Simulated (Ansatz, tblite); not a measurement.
Cost and result up the ladder for the cluster Mg₂S₂ (the lowest singlet isomer of a short search) (4 atoms). The state is a singlet with charge 0. Geometry: r2SCAN-D4/def2-TZVP.

```xyz
4

Mg    1.1262    0.3944    0.5374
Mg   -1.1262   -0.3944   -0.5374
S    -0.5519   -0.7090    1.6771
S     0.5519    0.7090   -1.6771
```

Ansatz on 4 threads of Arm Neoverse V2 on a shared host; xTB runs through tblite on one thread. Times are rough, summed over both states, and most runs start from the orbitals of an earlier one. CCSD(T)/def2-TZVPP serves as the yardstick here, not as an exact answer. The other state is a doublet.

The xTB rows come from tblite. Correlated methods freeze 12 core orbitals; core or outer-core shells of Mg are correlated, in sets that lack core-valence functions. In CCSD on the charge 1 doublet the largest single amplitude is 0.30, so its Hartree–Fock determinant may place the open shell otherwise than the density functionals do. The structure comes from a short search, and lower isomers may exist.

Correlated methods converge slowly with the basis.

Raw xTB energies of ions are shifted by several eV.

```csv
level,functions,vertical IE (eV),difference from CCSD(T)/def2-TZVPP (eV)
GFN1-xTB,26,13.63,5.60
GFN2-xTB,36,12.75,4.71
PBE0-D4/def2-TZVP,138,7.93,-0.11
CCSD(T)/def2-TZVPP,148,8.04,0.00
r2SCAN-D4/def2-TZVP (with forces),138,7.82,-0.22
PBE-D4/def2-TZVP,138,7.76,-0.28
```

Estimate how long each takes.

GFN1-xTB 0.004 s; GFN2-xTB 0.01 s; PBE-D4/def2-TZVP 2.6 s; PBE0-D4/def2-TZVP 5 s; r2SCAN-D4/def2-TZVP (with forces) 7.6 s; CCSD(T)/def2-TZVPP 37 s. On shared hardware such times vary by a factor of up to 3.
